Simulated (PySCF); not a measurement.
Computed with PBE0/pcSseg-1 in PySCF (dipole) on a GFN2-xTB geometry, gas phase. One conformer each; commonest isotopes, rigid rotors.

Species:
1. `[CH:1]#[C:2]/[CH:3]=[C:4]1\[CH2:5][CH2:6][CH2:7][C@H:8]1[CH2:9][OH:10]` with C7–C8–C9–O10 -169°, C8–C9–O10–H 59°, C3–C4–C5–C6 -169°, C4–C5–C6–C7 -31°, C5–C6–C7–C8 40°, C6–C7–C8–C9 -156°
2. `[CH2:1]=[CH:2]/[CH:3]=[C:4]([Cl:5])/[CH:6]=[CH:7]/[CH:8]([Cl:9])[Cl:10]` with C1–C2–C3–C4 180°, C3–C4–C6–C7 180°, C6–C7–C8–Cl9 -120°
3. `[CH3:1][O:2][CH2:3][Si@@H:4]([Cl:5])[C@H:6]([CH3:7])[O:8][CH3:9]` with C1–O2–C3–Si4 67°, O2–C3–Si4–Cl5 38°, C3–Si4–C6–C7 174°, Si4–C6–O8–C9 -169°
4. `[CH2:1]=[CH:2][CH2:3][Si@@H:4]([PH2:5])[CH2:6][SiH2:7][F:8]` with C1–C2–C3–Si4 -103°, C2–C3–Si4–P5 59°, C3–Si4–P5–H -47° and 45°, C3–Si4–C6–Si7 67°, Si4–C6–Si7–F8 -55°

Rotational constants (MHz) and dipole components (D):

```tsv
set	A	B	C	μa	μb	μc
P	1661	1065	677.1	1.97	1.69	0.81
Q	1541	649.6	480.7	0.40	0.58	0.30
R	1709	293.4	293.4	2.79	0.24	2.18
S	1553	702.3	523.0	2.29	0.81	0.57
```

**Question.** Match each set to its species.

**Answer.** P = 1, Q = 4, R = 2, S = 3.

- 1 (set P): mass 136.1 u, 10 heavy atoms, longest extent 7.8 Å, C1, asymmetric top, Ia, Ib, Ic = 304.3, 474.5, 746.4 u·Å².
- 2 (set R): mass 196.0 u, 10 heavy atoms, longest extent 9.4 Å, Cs, Ia, Ib, Ic = 295.8, 1722.4, 1722.8 u·Å².
- 3 (set S): mass 168.0 u, 9 heavy atoms, longest extent 8.4 Å, C1, asymmetric top, Ia, Ib, Ic = 325.4, 719.6, 966.4 u·Å².
- 4 (set Q): mass 166.0 u, 8 heavy atoms, longest extent 8.6 Å, C1, asymmetric top, Ia, Ib, Ic = 327.9, 778.0, 1051.2 u·Å².

Each constant is 505379 MHz·u·Å² over a principal moment. Point groups hold within 0.08 Å; constants that symmetry makes equal can differ a little in the computed geometry, and forbidden dipole components can keep a residue. No structure here is proved a minimum.
